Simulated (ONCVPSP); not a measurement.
**Ca (Z = 20): variants of one ONCV potential**

Base potential:

ONCVPSP 4.0.1 input, shortened (lines: element, Z, core and valence counts, functional; n l f; lmax; l rc ep ncon nbas qcut; lloc lpopt rc5 dvloc0; l nproj debl; icmod fcfact rcfact), PBEsol, scalar-relativistic:

```
  Ca 20.00    3    3  -116133      upf
    1    0    2.00
    2    0    2.00
    2    1    6.00
    3    0    2.00
    3    1    6.00
    4    0    2.00
    2
    0    2.00    0.00    4    7    6.70
    1    2.00    0.00    4    9    5.60
    2    1.55    0.03    4    9    5.60
    4    5    1.15    0.00
    0    2    3.40
    1    1    3.30
    2    1    2.00
    0    0.00    0.00
```

In the d channel the program set the typed energies aside and used 0.050 Ha.

Cutoffs, loose and tight: the cutoffs (Ha) at which the residual kinetic energy of the hardest occupied pseudo-wave falls to 1 and 0.1 mHa per electron. They do not see the model core or the augmentation charge, which bear on the density cutoff. Test errors are all-electron minus pseudo excitation energies from the reference, over the configurations 3s2 3p6 4s1; 3s2 3p6 4s0; 3s2 3p6 4s1.5; 3s2 3p6 3d1 4s1. A dash means not determined; rows that change the core or the reference have their own tests. The largest error is taken over the tests solved by every variant that gives reliable tests at all: 3s2 3p6 4s0; 3s2 3p6 4s1; 3s2 3p6 4s1.5.

```csv
change,outcome,"cutoff, loose","cutoff, tight",bound ghosts,GHOST(+) flags above zero,largest test error (meV)
base,"generated, projector energies reset by the program",12 Ha,16 Ha,none,none,-2.0
"local potential polynomial inside 1.15 bohr (lpopt 5, dvloc0 3 Ha)","generated, projector energies reset by the program",12 Ha,16 Ha,none,none,-2.1
s: qcut 8.5,"generated, projector energies reset by the program",17 Ha,22 Ha,none,none,-1.4
"local potential polynomial inside 1.20 bohr (lpopt 4, dvloc0 -1 Ha)","generated, projector energies reset by the program",12 Ha,16 Ha,none,none,-2.0
functional PBE,"generated, projector energies reset by the program",13 Ha,16 Ha,none,none,-2.0
"core correction Teter function, fcfact 5.5, rcfact 1.7","generated, projector energies reset by the program",12 Ha,16 Ha,none,none,-2.8
"all radii scaled by about 1.18 (s 2.36, p 2.36, d 1.82 bohr); local potential polynomial inside 1.36 bohr (lpopt 5, dvloc0 0 Ha)","generated, projector energies reset by the program",11 Ha,13 Ha,none,none,-4.4
p: rc 2.5,"generated, projector energies reset by the program",12 Ha,16 Ha,none,none,-5.6
```
